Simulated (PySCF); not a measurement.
In(Br)(OMe)(NH2) (CH₅BrInNO), SMILES C[O][In]([NH2])[Br].

Geometry optimised at B3LYP-D3(BJ)/def2-SVP. The def2 effective core potentials stand for the cores of In; spin–orbit coupling is left out. One conformer was computed; it need not be the lowest.

All values below come from B3LYP-D3(BJ)/def2-SVP (PySCF).

Frequencies are harmonic and unscaled.

```json
[
 {"mode": "1", "ν (cm⁻¹)": "38", "IR (km/mol)": "1.5", "moving atoms (share of kinetic energy)": "H 74 %, C 12 %, O 10 %"},
 {"mode": "2", "ν (cm⁻¹)": "65", "IR (km/mol)": "2.1", "moving atoms (share of kinetic energy)": "C 31 %, In 22 %, Br 18 %, H 17 %, O 9 %"},
 {"mode": "3", "ν (cm⁻¹)": "74", "IR (km/mol)": "0.3", "moving atoms (share of kinetic energy)": "H 36 %, In 20 %, C 16 %, N 14 %"},
 {"mode": "4", "ν (cm⁻¹)": "91", "IR (km/mol)": "6.1", "moving atoms (share of kinetic energy)": "N 58 %, H 20 %, In 9 %"},
 {"mode": "5", "ν (cm⁻¹)": "134", "IR (km/mol)": "17.6", "moving atoms (share of kinetic energy)": "O 41 %, In 21 %, H 20 %, N 15 %"},
 {"mode": "6", "ν (cm⁻¹)": "214", "IR (km/mol)": "3.4", "moving atoms (share of kinetic energy)": "C 30 %, O 29 %, Br 22 %, H 16 %"},
 {"mode": "7", "ν (cm⁻¹)": "225", "IR (km/mol)": "12.6", "moving atoms (share of kinetic energy)": "H 87 %"},
 {"mode": "8", "ν (cm⁻¹)": "258", "IR (km/mol)": "50.3", "moving atoms (share of kinetic energy)": "Br 40 %, In 38 %, H 9 %"},
 {"mode": "9", "ν (cm⁻¹)": "459", "IR (km/mol)": "120.0", "moving atoms (share of kinetic energy)": "H 50 %, N 45 %"},
 {"mode": "10", "ν (cm⁻¹)": "530", "IR (km/mol)": "52.9", "moving atoms (share of kinetic energy)": "O 67 %, In 12 %, H 10 %, C 9 %"},
 {"mode": "11", "ν (cm⁻¹)": "610", "IR (km/mol)": "29.4", "moving atoms (share of kinetic energy)": "N 49 %, H 39 %, In 11 %"},
 {"mode": "12", "ν (cm⁻¹)": "801", "IR (km/mol)": "50.1", "moving atoms (share of kinetic energy)": "H 90 %, N 9 %"},
 {"mode": "13", "ν (cm⁻¹)": "1108", "IR (km/mol)": "240.2", "moving atoms (share of kinetic energy)": "O 50 %, C 44 %"},
 {"mode": "14", "ν (cm⁻¹)": "1167", "IR (km/mol)": "1.1", "moving atoms (share of kinetic energy)": "H 77 %, C 19 %"},
 {"mode": "15", "ν (cm⁻¹)": "1183", "IR (km/mol)": "1.0", "moving atoms (share of kinetic energy)": "H 73 %, C 20 %"},
 {"mode": "16", "ν (cm⁻¹)": "1466", "IR (km/mol)": "3.7", "moving atoms (share of kinetic energy)": "H 95 %"},
 {"mode": "17", "ν (cm⁻¹)": "1471", "IR (km/mol)": "6.8", "moving atoms (share of kinetic energy)": "H 95 %"},
 {"mode": "18", "ν (cm⁻¹)": "1478", "IR (km/mol)": "51.9", "moving atoms (share of kinetic energy)": "H 90 %, C 9 %"},
 {"mode": "19", "ν (cm⁻¹)": "1520", "IR (km/mol)": "11.6", "moving atoms (share of kinetic energy)": "H 91 %, N 8 %"},
 {"mode": "20", "ν (cm⁻¹)": "2947", "IR (km/mol)": "126.9", "moving atoms (share of kinetic energy)": "H 97 %"},
 {"mode": "21", "ν (cm⁻¹)": "3003", "IR (km/mol)": "68.9", "moving atoms (share of kinetic energy)": "H 91 %, C 9 %"},
 {"mode": "22", "ν (cm⁻¹)": "3050", "IR (km/mol)": "39.6", "moving atoms (share of kinetic energy)": "H 91 %, C 9 %"},
 {"mode": "23", "ν (cm⁻¹)": "3506", "IR (km/mol)": "15.2", "moving atoms (share of kinetic energy)": "H 96 %"},
 {"mode": "24", "ν (cm⁻¹)": "3607", "IR (km/mol)": "16.0", "moving atoms (share of kinetic energy)": "H 91 %, N 9 %"}
]
```
